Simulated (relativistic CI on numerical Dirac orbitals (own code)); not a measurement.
Hyperfine structure of Ti20+, mass number 49

Computed by Dirac-Coulomb-Breit CI, orbitals from a KLI potential per configuration, model QED (radiative potential, 1s self-energy scaled to tabulated hydrogen-like ionisation energies), unscaled Slater integrals (own radial code, finite nucleus).

CI space: 1s², 1s2s, 1s2p, 1s3s, 1s3p, 1s3d, 1s4s, 1s4p, 1s4d, 1s4f, 1s5s, 1s5p, 1s5d, 1s5f, 1s5g, 1s6s, 1s6p, 1s6d. Levels of other configurations are missing.

Nuclear spin I = 7/2, μ = -1.1037 μN, Q = 0.247 b (tables of Stone and Pyykkö). The electronic factors are computed for point nuclear moments, without core polarisation or the Bohr-Weisskopf and QED corrections.

```
    Level   E (eV)  A (GHz)    B (GHz)
 1s2s ³S1  4700.62   -493.1  -4.72e-05
1s2p ³P°1  4725.66   -350.9      -4.25
1s2p ³P°2  4732.50   -225.4       9.53
1s2p ¹P°1  4748.78    105.4       8.85
 1s3s ³S1  5566.95   -457.2  -3.23e-05
1s3p ³P°1  5573.89   -346.5      -1.25
1s3p ³P°2  5575.92   -222.5       2.86
 1s3d ³D2  5579.47   -218.2      0.506
```

Levels with J = 0, under 50 % of one LS term, or S terms without an open s electron are left out. Small factors come from cancelling terms and can be off by tens of per cent or more.

At this charge energies of transitions that change n are usually good to better than 1 %, and those within a shell (Δn = 0) to a few per cent.

(1) Give the hyperfine levels of 1s2s ³S1 relative to its centre of gravity.

## Answers

(1) With K = F(F + 1) − I(I + 1) − J(J + 1), E = AK/2 + B[¾K(K + 1) − I(I + 1)J(J + 1)]/[2I(2I − 1)J(2J − 1)]: F = 5/2: 2219, F = 7/2: 493.1, F = 9/2: -1726 GHz.

LS names give the leading component of a level, which can be under half, so a name can repeat, a term be missing and a line seem to break the LS rules.
